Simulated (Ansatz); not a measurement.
Compare A (`OCO[SiH2]O`) with its isomer B (`OC(O)(O)[SiH3]`).

Computed with Ansatz on PBE0-D4/def2-TZVP structures; ΔE is electronic, products minus reactants. CCSD(T)/CBS is the MP2 limit (def2-TZVPP, def2-QZVPP) plus CCSD(T) − MP2 in def2-TZVPP, frozen cores. Functionals use def2-TZVPP. B3LYP here is the variant with VWN-RPA as its local correlation; programs differ in this. One conformer a species, not always the lowest.

A:

Z-matrix (Å, degrees):
```
C
O 1 1.396
O 1 1.400 2 112.3
H 1 1.095 2 111.0 3 117.7
H 1 1.095 2 107.0 3 -122.6
Si 2 1.652 1 121.0 3 -61.7
H 3 0.962 1 108.1 2 -67.2
O 6 1.638 2 113.5 1 73.7
H 6 1.474 2 106.5 1 -169.6
H 6 1.489 2 106.9 1 -48.3
H 8 0.960 6 115.4 2 -61.2
```

B:

```xyz
11

O     0.679   -0.069    1.437
C    -0.039   -0.417    0.272
O     0.633   -1.524   -0.253
O    -1.336   -0.790    0.560
Si   -0.105    1.030   -0.998
H     0.206    0.643    1.877
H     1.559   -1.444   -0.001
H    -1.290   -1.634    1.030
H    -0.903    0.645   -2.186
H    -0.698    2.230   -0.346
H     1.295    1.331   -1.392
```

Q: Which isomer does CCSD(T)/CBS put lower? Give the gap. (Best estimate.)

A: Computed: A, by 61.8 kcal/mol.

Q: Give E(B) − E(A) in kcal/mol with B3LYP, PBE-D4, ωB97M-V, CCSD(T)/def2-TZVPP, B2PLYP, HF/def2-TZVPP, B3LYP-D4. (Best estimate.)

A: Ansatz gave: B3LYP 61.1, PBE-D4 54.8, ωB97M-V 60.1, CCSD(T)/def2-TZVPP 61.3, B2PLYP 62.6, HF/def2-TZVPP 66.7, B3LYP-D4 60.8. None reverses the order clearly.

Largest T1 diagnostic: 0.012.

From PBE to PBE0 (25 % exact exchange), in def2-TZVPP and without D4, E(B) − E(A) moves by +2.6 kcal/mol. In def2-TZVPP, CCSD(T) changes the Hartree–Fock value by −5.4 kcal/mol (the triples alone add −1.1 kcal/mol) and MP2 by −2.9 kcal/mol.
